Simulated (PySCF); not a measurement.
**Correlation energy of P⁺ (phosphorus, charge +1)**

[Ne] 3s1 3p3, high-spin 5S determinant (an excited configuration). Computed with PySCF 2.14 in x2c-TZVPPall, with scalar relativity by spin-free X2C-1e. Frozen: [Ne]; 4 electrons correlated.

```csv
level,correlation energy (mhartree)
CCSD,-31.65
(T),-0.43
CCSD(T),-32.08
```

Diagnostics: T1 = 0.0012, D1 = 0.0029, largest double amplitude 0.064.

Cost of the coupled-cluster step: roughly 0.28 core-seconds, for 4 correlated electrons.
